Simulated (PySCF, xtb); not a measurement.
AlBr2, SMILES [Br][Al+][Br], charge +1.

GFN2-xTB in xtb at its own geometry gives an orbital gap of 3.24 eV.

Coordinates come from a B3LYP-D3(BJ)/def2-TZVP optimisation. The multiplicity is an assumed one; other spin states were not compared. The isomer is the one that the SMILES or the coordinates give; other isomers of the formula were not compared.

Question: What does PySCF with PBE/def2-TZVPD give? (The exact figures need the calculation; the answer reports its results.)

Answer: gap 4.20 eV (levels -13.45 and -9.25 eV).
